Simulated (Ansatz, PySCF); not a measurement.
2-fluorobut-1-ene (C4H7F), SMILES C=C(F)CC. Atoms are numbered in the order given.

```xyz
12

C      1.6751    -0.7706    -0.1781
C      0.5988    -0.0034     0.0047
F      0.5629     0.8537     1.0530
C     -0.6560     0.0537    -0.8087
C     -1.9111    -0.2864     0.0062
H      2.5274    -0.7101     0.5004
H      1.7138    -1.4669    -1.0160
H     -0.5487    -0.6286    -1.6652
H     -0.7529     1.0755    -1.2179
H     -2.0087     0.3922     0.8665
H     -2.8147    -0.1886    -0.6142
H     -1.8633    -1.3180     0.3884
```

Geometry: TPSSh-D3(BJ)/def2-SVP. One conformer was computed; it need not be the lowest.

Two levels are set side by side: PBE-D3(BJ)/def2-SVP (Ansatz, a first-principles code) and TPSSh-D3(BJ)/def2-SVP (PySCF). Each level has its own optimised geometry; the coordinates shown are those of the second. Frequencies come from the Hessian of PySCF at each geometry. Differences are taken from unrounded values.

```csv
quantity,TPSSh-D3(BJ),PBE-D3(BJ),PBE-D3(BJ) minus TPSSh-D3(BJ)
mean bond length (Å),1.219,1.225,0.006
bond C1–C2 (Å),1.334,1.342,0.008
bond C2–F3 (Å),1.355,1.358,0.003
bond C2–C4 (Å),1.496,1.498,0.002
bond C4–C5 (Å),1.535,1.535,0.000
bond C1–H6 (Å),1.091,1.099,0.008
bond C1–H7 (Å),1.090,1.098,0.008
bond C4–H8 (Å),1.100,1.108,0.008
bond C4–H9 (Å),1.105,1.113,0.008
bond C5–H10 (Å),1.100,1.108,0.008
bond C5–H11 (Å),1.100,1.108,0.007
bond C5–H12 (Å),1.101,1.109,0.008
highest harmonic wavenumber (cm⁻¹),3278,3215,-63
mean harmonic wavenumber (cm⁻¹),1473,1433,-40
zero-point energy (kcal/mol),63.16,61.45,-1.70
```

Exact exchange shortens and stiffens bonds; PBE has none. Differences between two approximate levels are no errors against the true value.
